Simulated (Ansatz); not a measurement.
Ansatz (a program for electronic structure) job for H3O3Zr, SMILES [OH][Zr]([OH])[OH] (connectivity only; charge and spin as stated), neutral, multiplicity 2, PBE0-D3(BJ)/def2-SVP. 

Ansatz 0.2 input:
```yaml
crystal:
  periodic: [false, false, false]
  atoms:
    - {symbol: Zr, position_ang: [0.01487198, -0.05273493, 0.04763301]}
    - {symbol: O, position_ang: [1.38630622, -0.43507502, -1.19488979]}
    - {symbol: H, position_ang: [1.54327934, 0.06837406, -2.00812010]}
    - {symbol: O, position_ang: [-0.44303687, -0.89421618, 1.68144269]}
    - {symbol: H, position_ang: [-1.17071232, -0.61923613, 2.25692661]}
    - {symbol: O, position_ang: [-0.96757864, 1.42592630, -0.57969783]}
    - {symbol: H, position_ang: [-0.77297201, 1.88717818, -1.40896780]}
basis:
  gaussian:
    orbitals: def2-SVP
hamiltonian:
  xc: pbe0
  dispersion: d3bj
magnetization: {spin_polarized: true, initial_magnetization: 1}
relax: {f_tol: 0.002, max_steps: 200}
```

Output:

```
WARN ansatz: RAYON_NUM_THREADS=1 ignored (pool sized by the plan → 1); use --threads N
Functional definition: PBE0
integrals: 0.04 GiB planned
938 factors; integrals over basis functions are off by at most 2.1e-4 eV
mean field: 0.47 GiB planned
mean field evaluation 1: about -7448.9448 eV, gradient 6.2e1 eV
mean field evaluation 2: about -7401.3926 eV, gradient 1.3e2 eV
mean field evaluation 4: about -7462.2178 eV, gradient 4.1e0 eV
mean field evaluation 8: about -7462.3072 eV, gradient 2.8e-1 eV
mean field evaluation 16: about -7462.3082 eV, gradient 7.5e-5 eV
mean field -7462.30820005 eV, -274.2347682175 hartree, gradient 7.5e-5 eV, S^2 0.752534; 0 other end points of the search recorded, 0 dependent functions left out
the calculation of the forces begins
reference -7462.30825489 eV, -274.2347702330 hartree; 20, 19 occupied and 68, 69 virtual orbitals, 938 factors
relax step   1: F+E_penalty+E_count = -7462.40224693 eV  Δ(F+E_penalty+E_count) = +0.000e0 eV  max|allowed force component| = 1.916e0 eV/Å  Δτ_max = 0.0000 Å  (31 SCF iters, accepted)
these checks for a lower state are left out or cut short: starts, cluster_reference, orbital_swaps, neighbouring_geometries, increment
integrals: 0.04 GiB planned
938 factors; integrals over basis functions are off by at most 2.1e-4 eV
mean field: 0.47 GiB planned
mean field -7462.64189644 eV, -274.2470313338 hartree, gradient 2.2e-5 eV, S^2 0.752836; 0 other end points of the search recorded, 0 dependent functions left out
the calculation of the forces begins
reference -7462.64195251 eV, -274.2470333943 hartree; 20, 19 occupied and 68, 69 virtual orbitals, 938 factors
relax step   2: F+E_penalty+E_count = -7462.73332788 eV  Δ(F+E_penalty+E_count) = -3.311e-1 eV  max|allowed force component| = 3.250e-1 eV/Å  Δτ_max = 0.1961 Å  (34 SCF iters, accepted)
these checks for a lower state are left out or cut short: starts, cluster_reference, orbital_swaps, neighbouring_geometries, increment
integrals: 0.04 GiB planned
938 factors; integrals over basis functions are off by at most 2.2e-4 eV
mean field: 0.47 GiB planned
mean field -7462.72682007 eV, -274.2501522198 hartree, gradient 1.8e-5 eV, S^2 0.752846; 0 other end points of the search recorded, 0 dependent functions left out
the calculation of the forces begins
reference -7462.72687659 eV, -274.2501542967 hartree; 20, 19 occupied and 68, 69 virtual orbitals, 938 factors
relax step   3: F+E_penalty+E_count = -7462.81715893 eV  Δ(F+E_penalty+E_count) = -8.383e-2 eV  max|allowed force component| = 5.171e-1 eV/Å  Δτ_max = 0.1948 Å  (34 SCF iters, accepted)
these checks for a lower state are left out or cut short: starts, cluster_reference, orbital_swaps, neighbouring_geometries, increment
integrals: 0.04 GiB planned
938 factors; integrals over basis functions are off by at most 2.2e-4 eV
mean field: 0.47 GiB planned
mean field evaluation 32: about -7462.2015 eV, gradient 1.0e1 eV
mean field -7462.85454010 eV, -274.2548458442 hartree, gradient 2.1e-5 eV, S^2 0.752643; 0 other end points of the search recorded, 0 dependent functions left out
the calculation of the forces begins
reference -7462.85459587 eV, -274.2548478938 hartree; 20, 19 occupied and 68, 69 virtual orbitals, 938 factors
relax step   4: F+E_penalty+E_count = -7462.94414536 eV  Δ(F+E_penalty+E_count) = -1.270e-1 eV  max|allowed force component| = 3.549e-1 eV/Å  Δτ_max = 0.2000 Å  (40 SCF iters, accepted)
these checks for a lower state are left out or cut short: starts, cluster_reference, orbital_swaps, neighbouring_geometries, increment
integrals: 0.04 GiB planned
938 factors; integrals over basis functions are off by at most 2.1e-4 eV
mean field: 0.47 GiB planned
mean field -7462.93444775 eV, -274.2577823963 hartree, gradient 2.5e-5 eV, S^2 0.752562; 0 other end points of the search recorded, 0 dependent functions left out
the calculation of the forces begins
reference -7462.93450319 eV, -274.2577844335 hartree; 20, 19 occupied and 68, 69 virtual orbitals, 938 factors
relax step   5: F+E_penalty+E_count = -7463.02346884 eV  Δ(F+E_penalty+E_count) = -7.932e-2 eV  max|allowed force component| = 1.252e-1 eV/Å  Δτ_max = 0.1997 Å  (34 SCF iters, accepted)
these checks for a lower state are left out or cut short: starts, cluster_reference, orbital_swaps, neighbouring_geometries, increment
integrals: 0.04 GiB planned
938 factors; integrals over basis functions are off by at most 2.2e-4 eV
mean field: 0.47 GiB planned
mean field -7462.82979178 eV, -274.2539363604 hartree, gradient 2.0e-5 eV, S^2 0.752522; 0 other end points of the search recorded, 0 dependent functions left out
the calculation of the forces begins
reference -7462.82984685 eV, -274.2539383841 hartree; 20, 19 occupied and 68, 69 virtual orbitals, 938 factors
relax step   6: F+E_penalty+E_count = -7462.91825765 eV  Δ(F+E_penalty+E_count) = +1.052e-1 eV  max|allowed force component| = 2.301e0 eV/Å  Δτ_max = 0.1947 Å  (34 SCF iters, rejected (line search))
these checks for a lower state are left out or cut short: starts, cluster_reference, orbital_swaps, neighbouring_geometries, increment
integrals: 0.04 GiB planned
938 factors; integrals over basis functions are off by at most 2.0e-4 eV
mean field: 0.47 GiB planned
mean field -7462.96301173 eV, -274.2588321032 hartree, gradient 1.1e-5 eV, S^2 0.752529; 0 other end points of the search recorded, 0 dependent functions left out
the calculation of the forces begins
reference -7462.96306714 eV, -274.2588341392 hartree; 20, 19 occupied and 68, 69 virtual orbitals, 938 factors
relax step   7: F+E_penalty+E_count = -7463.05182706 eV  Δ(F+E_penalty+E_count) = -2.836e-2 eV  max|allowed force component| = 1.551e-1 eV/Å  Δτ_max = 0.0973 Å  (33 SCF iters, accepted)
these checks for a lower state are left out or cut short: starts, cluster_reference, orbital_swaps, neighbouring_geometries, increment
integrals: 0.04 GiB planned
938 factors; integrals over basis functions are off by at most 1.9e-4 eV
mean field: 0.47 GiB planned
mean field evaluation 64: about -7462.9872 eV, gradient 5.4e-4 eV
mean field -7462.98716974 eV, -274.2597198934 hartree, gradient 1.7e-5 eV, S^2 0.752496; 0 other end points of the search recorded, 0 dependent functions left out
the calculation of the forces begins
reference -7462.98722523 eV, -274.2597219328 hartree; 20, 19 occupied and 68, 69 virtual orbitals, 938 factors
relax step   8: F+E_penalty+E_count = -7463.07585149 eV  Δ(F+E_penalty+E_count) = -2.402e-2 eV  max|allowed force component| = 1.680e-1 eV/Å  Δτ_max = 0.0999 Å  (32 SCF iters, accepted)
these checks for a lower state are left out or cut short: starts, cluster_reference, orbital_swaps, neighbouring_geometries, increment
integrals: 0.04 GiB planned
938 factors; integrals over basis functions are off by at most 2.5e-4 eV
mean field: 0.47 GiB planned
mean field -7463.00557220 eV, -274.2603961715 hartree, gradient 1.9e-5 eV, S^2 0.752473; 0 other end points of the search recorded, 0 dependent functions left out
the calculation of the forces begins
reference -7463.00562762 eV, -274.2603982080 hartree; 20, 19 occupied and 68, 69 virtual orbitals, 938 factors
relax step   9: F+E_penalty+E_count = -7463.09417703 eV  Δ(F+E_penalty+E_count) = -1.833e-2 eV  max|allowed force component| = 4.568e-2 eV/Å  Δτ_max = 0.1498 Å  (33 SCF iters, accepted)
these checks for a lower state are left out or cut short: starts, cluster_reference, orbital_swaps, neighbouring_geometries, increment
integrals: 0.04 GiB planned
938 factors; integrals over basis functions are off by at most 2.6e-4 eV
mean field: 0.47 GiB planned
mean field -7463.00664905 eV, -274.2604357449 hartree, gradient 2.1e-5 eV, S^2 0.752472; 0 other end points of the search recorded, 0 dependent functions left out
the calculation of the forces begins
reference -7463.00670436 eV, -274.2604377778 hartree; 20, 19 occupied and 68, 69 virtual orbitals, 938 factors
relax step  10: F+E_penalty+E_count = -7463.09525158 eV  Δ(F+E_penalty+E_count) = -1.075e-3 eV  max|allowed force component| = 3.363e-3 eV/Å  Δτ_max = 0.0425 Å  (33 SCF iters, accepted)
these checks for a lower state are left out or cut short: starts, cluster_reference, orbital_swaps, neighbouring_geometries, increment
integrals: 0.04 GiB planned
938 factors; integrals over basis functions are off by at most 2.6e-4 eV
mean field: 0.47 GiB planned
mean field -7463.00663996 eV, -274.2604354109 hartree, gradient 2.0e-5 eV, S^2 0.752468; 0 other end points of the search recorded, 0 dependent functions left out
the calculation of the forces begins
reference -7463.00669525 eV, -274.2604374428 hartree; 20, 19 occupied and 68, 69 virtual orbitals, 938 factors
relax step  11: F+E_penalty+E_count = -7463.09526492 eV  Δ(F+E_penalty+E_count) = -1.334e-5 eV  max|allowed force component| = 2.411e-2 eV/Å  Δτ_max = 0.0097 Å  (28 SCF iters, accepted)
these checks for a lower state are left out or cut short: starts, cluster_reference, orbital_swaps, neighbouring_geometries, increment
integrals: 0.04 GiB planned
938 factors; integrals over basis functions are off by at most 2.7e-4 eV
mean field: 0.47 GiB planned
mean field -7463.00670402 eV, -274.2604377651 hartree, gradient 1.1e-5 eV, S^2 0.752472; 0 other end points of the search recorded, 0 dependent functions left out
the calculation of the forces begins
reference -7463.00675930 eV, -274.2604397965 hartree; 20, 19 occupied and 68, 69 virtual orbitals, 938 factors
relax step  12: F+E_penalty+E_count = -7463.09530499 eV  Δ(F+E_penalty+E_count) = -4.007e-5 eV  max|allowed force component| = 3.662e-3 eV/Å  Δτ_max = 0.0040 Å  (27 SCF iters, accepted)
these checks for a lower state are left out or cut short: starts, cluster_reference, orbital_swaps, neighbouring_geometries, increment
integrals: 0.04 GiB planned
938 factors; integrals over basis functions are off by at most 2.7e-4 eV
mean field: 0.47 GiB planned
mean field evaluation 96: about -7463.0067 eV, gradient 1.8e-5 eV
mean field -7463.00670283 eV, -274.2604377214 hartree, gradient 2.7e-5 eV, S^2 0.752472; 0 other end points of the search recorded, 0 dependent functions left out
the calculation of the forces begins
reference -7463.00675811 eV, -274.2604397530 hartree; 20, 19 occupied and 68, 69 virtual orbitals, 938 factors
relax step  13: F+E_penalty+E_count = -7463.09530604 eV  Δ(F+E_penalty+E_count) = -1.048e-6 eV  max|allowed force component| = 7.002e-5 eV/Å  Δτ_max = 0.0008 Å  (24 SCF iters, accepted)
integrals: 0.04 GiB planned
938 factors; integrals over basis functions are off by at most 2.7e-4 eV
mean field: 0.47 GiB planned
mean field -7463.00670283 eV, -274.2604377214 hartree, gradient 2.7e-5 eV, S^2 0.752472; 1 other end points of the search recorded, 0 dependent functions left out
the calculation of the forces begins
reference -7463.00675811 eV, -274.2604397530 hartree; 20, 19 occupied and 68, 69 virtual orbitals, 938 factors
Total energy: -7463.09536132 eV, -274.2636958608 hartree
Atom 0 at    -0.058603     0.197189    -0.172324 Å, force     0.000006     0.000017    -0.000014 eV/Å
Atom 1 at     1.430590    -0.476124    -1.189756 Å, force    -0.000029     0.000038     0.000015 eV/Å
Atom 2 at     2.169637    -0.810295    -1.694549 Å, force     0.000011     0.000022    -0.000070 eV/Å
Atom 3 at    -0.544207    -0.639760     1.491976 Å, force     0.000012    -0.000048     0.000050 eV/Å
Atom 4 at    -0.784991    -1.055223     2.317864 Å, force    -0.000056     0.000037     0.000013 eV/Å
Atom 5 at    -1.062107     1.707473    -0.819057 Å, force     0.000003    -0.000013     0.000034 eV/Å
Atom 6 at    -1.560162     2.456957    -1.139829 Å, force     0.000054    -0.000052    -0.000027 eV/Å
Dipole moment:     0.000070    -0.000053     0.000099 e Å
```

Self-consistency was reached.
